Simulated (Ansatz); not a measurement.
Molecule: GaBr2, net charge 0, doublet state. It need not be the lowest isomer of its formula. 
Geometry from a B3LYP-D3(BJ)/def2-TZVP (Ansatz, an electronic-structure program) optimisation:
```
Ga
Br 1 2.3445
Br 1 2.3445 2 120.26
```
Charge 0, spin multiplicity 2.

Basis-set convergence of Hartree-Fock and MP2 correlation energies (hartree) with Ansatz. Correlated levels leave the core frozen unless marked. UHF or UKS for open shells. Spin-orbit coupling is left out. Frozen are the shells of the preceding noble gas and the d and f shells that filled before the atom's block. Non-relativistic.

```csv
basis,functions,E(HF),"E(corr, MP2)"
cc-pVDZ,81,-7068.09460,-0.26529
cc-pVTZ,129,___,___
```

### Question
What belongs in the gaps?

### Answer

- cc-pVTZ, E(HF): -7068.32101
- cc-pVTZ, E(corr, MP2): -0.36351
